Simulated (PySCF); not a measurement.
Electron correlation in P³⁺ (phosphorus, charge +3)

[Ne] 3s2, closed-shell 1S. Computed with PySCF 2.14 in def2-TZVPPD, with the non-relativistic Hamiltonian (point nucleus). Frozen: [Ne]; 2 electrons correlated.

With two correlated electrons CCSD is exact within the correlated space (frozen core and kept virtual orbitals).

```json
{"level": "CCSD", "correlation energy (mhartree)": "-49.65"}
```

Diagnostics: T1 = 0.0047, D1 = 0.0066, largest double amplitude 0.115.

Cost of the coupled-cluster step: of the order of 0.23 core-seconds, for 2 correlated electrons.

Iterations:

```
CC2 = 0
CCSD nocc = 1, nmo = 43
frozen orbitals [0, 1, 2, 3, 4]
max_cycle = 100
direct = 0
conv_tol = 1e-08
conv_tol_normt = 1e-06
diis_space = 8
diis_start_cycle = 0
Init t2, MP2 energy = -338.589460483831  E_corr(MP2) -0.0354589864562468
Init E_corr(CCSD) = -0.0354589864562742
cycle = 1  E_corr(CCSD) = -0.0440071385703173  dE = -0.00854815211  norm(t1,t2) = 0.0443841
cycle = 2  E_corr(CCSD) = -0.0472009438843818  dE = -0.00319380531  norm(t1,t2) = 0.0192185
cycle = 3  E_corr(CCSD) = -0.0496524759372017  dE = -0.00245153205  norm(t1,t2) = 0.00870504
cycle = 4  E_corr(CCSD) = -0.0496422673706578  dE = 1.02085665e-05  norm(t1,t2) = 0.000380333
cycle = 5  E_corr(CCSD) = -0.0496487903367533  dE = -6.5229661e-06  norm(t1,t2) = 1.90888e-05
cycle = 6  E_corr(CCSD) = -0.0496473689514803  dE = 1.42138527e-06  norm(t1,t2) = 3.93117e-06
cycle = 7  E_corr(CCSD) = -0.0496475624118603  dE = -1.9346038e-07  norm(t1,t2) = 6.88959e-07
cycle = 8  E_corr(CCSD) = -0.0496475671419193  dE = -4.73005902e-09  norm(t1,t2) = 4.18178e-08
CCSD converged
E(CCSD) = -338.603649064517  E_corr = -0.04964756714191929
```
